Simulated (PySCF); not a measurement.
SnFCl3, SMILES [Cl][Sn]([Cl])([Cl])[F]. Atoms are numbered in the order given.

```xyz
5

F      0.0000     0.0000     2.0852
Sn     0.0000     0.0000     0.1684
Cl     1.9043     1.0995    -0.5331
Cl     0.0000    -2.1989    -0.5331
Cl    -1.9043     1.0995    -0.5331
```

Geometry: PBE0-D3(BJ)/def2-SVP. The def2 effective core potentials stand for the cores of Sn; spin–orbit coupling is left out.

Calculation: TDA-PBE/def2-SVPD (PySCF).

Vertical excitations; the highest root listed may be one member of a degenerate set. The molecule is in vacuum. State labels are in the subgroup Cs.

| state | symmetry | energy (eV) | λ (nm) | f | main pairs |
|---|---|---|---|---|---|
| S1 | A" | 4.09 | 303 | 0.000 | HOMO→LUMO 100 % |
| S2 | A' | 4.23 | 293 | 0.004 | HOMO−1→LUMO (degenerate set) |
| S3 | A" | 4.23 | 293 | 0.004 | HOMO−2→LUMO (degenerate set) |
| S4 | A' | 4.52 | 274 | 0.021 | HOMO−3→LUMO (degenerate set) |
| S5 | A" | 4.52 | 274 | 0.021 | HOMO−4→LUMO (degenerate set) |
| S6 | A' | 4.63 | 268 | 0.023 | HOMO−5→LUMO 98 % |
| S7 | A" | 5.41 | 229 | 0.047 | HOMO−6→LUMO (degenerate set) |
| S8 | A' | 5.41 | 229 | 0.047 | HOMO−7→LUMO (degenerate set) |
| S9 | A' | 6.79 | 183 | 0.071 | HOMO−9→LUMO, HOMO−1→LUMO+1 (degenerate set) |
| S10 | A" | 6.79 | 183 | 0.071 | HOMO−8→LUMO, HOMO−2→LUMO+1 (degenerate set) |
| T1 | A" | 3.78 | 328 | 0 | HOMO→LUMO 100 % |
| T2 | A' | 3.90 | 318 | 0 | HOMO−1→LUMO (degenerate set) |
| T3 | A" | 3.90 | 318 | 0 | HOMO−2→LUMO (degenerate set) |
| T4 | A' | 4.13 | 300 | 0 | HOMO−3→LUMO 99 % |
Triplets are in the Tamm–Dancoff approximation.
